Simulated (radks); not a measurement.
Question: Species: Sn3+. Configuration: [Ar] 3d10 4s2 4p5.5 4d10 5s1 4f0.5 (fractional occupations, a model configuration). All-electron calculation, scalar-relativistic Kohn-Sham, B86b exchange with PBE correlation, spin-unpolarised, spherical densities, finite nucleus; Fermi nuclear charge, rms radius 4.6519 fm. Program: a radial shooting solver on a logarithmic mesh with Libxc functionals. Some entries of the table are withheld. Estimate them.

orbital  occ.  eigenvalue (Ry)  r(max) (bohr)
1s          2        -2135.429            (1)
2s          2        -324.6783         0.1061
2p          6        -291.7551            (2)
3s          2        -64.83295         0.3075
3p          6        -54.07058         0.3009
3d         10        -37.50006         0.2511
4s          2        -12.45646            (3)
4p        5.5         -9.18807         0.7864
4d         10         -4.42952         0.8789
5s          1         -2.83558          1.858
4f        0.5         -0.84835          3.233

Answer: 
(1) 1s r(max) (bohr): 0.01877
(2) 2p r(max) (bohr): 0.08494
(3) 4s r(max) (bohr): 0.7445
